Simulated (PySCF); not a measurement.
**Electronic structure of Fe (iron, neutral) at the UHF level**

Configuration: [Ar] 3d6 4s2, high-spin 5D determinant. All numbers are calculated (PySCF 2.14, the spin-free X2C one-electron Hamiltonian (Gaussian nucleus), in x2c-TZVPall (6s5p4d1f, 48 functions)).

```
Total energy                                                  : -1271.336474 hartree
One-electron energy                                           : -1755.9763 hartree
Hartree (Coulomb) energy                                      : 539.6112 hartree
Exchange energy                                               : -54.9714 hartree
⟨S²⟩                                                          : 6.0164
⟨L²⟩                                                          : 6.015
Sum of ⟨r⟩                                                    : 21.78 bohr
Sum of ⟨r²⟩                                                   : 40.66 bohr²
Traceless quadrupole moment −½Σ⟨3z² − r²⟩ along its main axis : 0.259 e·bohr²
Langevin diamagnetic susceptibility                           : -32.2 ×10⁻⁶ cm³/mol
Time after the integrals                                      : 0.37 s of wall time on 1 thread of Neoverse-N1 (shared host)
```

```
shell  electrons  mean orbital energy (hartree)  spread (hartree)  rms radius, mean of both spins (bohr)
 1s α          1                     -263.68925                 0                                 0.0675
 1s β          1                     -263.68645                 0                                 0.0675
 2s α          1                      -32.49927                 0                                  0.288
 2s β          1                      -32.37944                 0                                  0.288
 2p α          3                      -27.56527           0.03336                                  0.260
 2p β          3                      -27.44618           0.00095                                  0.260
 3s α          1                       -4.42789                 0                                  0.870
 3s β          1                       -4.07391                 0                                  0.870
 3p α          3                       -2.97198           0.07447                                  0.937
 3p β          3                       -2.54555           0.05082                                  0.937
 3d α          5                       -0.67275           0.08640                                   1.23
 3d β          1                       -0.46326                 0                                   1.23
 4s α          1                       -0.28179                 0                                   3.48
 4s β          1                       -0.24471                 0                                   3.48
```

Densities and radii are taken from the X2C orbitals without a picture-change correction, which distorts them close to the nucleus.
